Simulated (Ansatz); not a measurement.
Basis-set series for C$_{2}$HAlClFO (`O[C]1=[C](Cl)[Al]1[F]`). Charge 0, multiplicity 1. The structure was optimised at the PBE0-D4/def2-TZVP level. It is one conformer, not always the lowest.

```csv
functional,basis,functions,energy (Eh),HOMO (eV),LUMO (eV)
PBE0-D4,def2-TZVPP,222,-954.12889,-7.26,-1.49
PBE0-D4,def2-QZVPP,398,-954.16377,-7.30,-1.58
ωB97M-V,def2-TZVPP,222,-954.55166,-9.34,0.22
ωB97M-V,def2-QZVPP,398,-954.58484,-9.39,-0.05
```

Task: Give the rows for def2-SVP. (Estimate.)

Result: Ansatz gave: 
| functional | basis | functions | energy (Eh) | HOMO (eV) | LUMO (eV) |
| --- | --- | --- | --- | --- | --- |
| PBE0-D4 | def2-SVP | 97 | -953.57861 | -7.12 | -1.34 |
| ωB97M-V | def2-SVP | 97 | -953.99809 | -9.16 | 0.38 |

Positive LUMOs are unbound and depend on the basis.
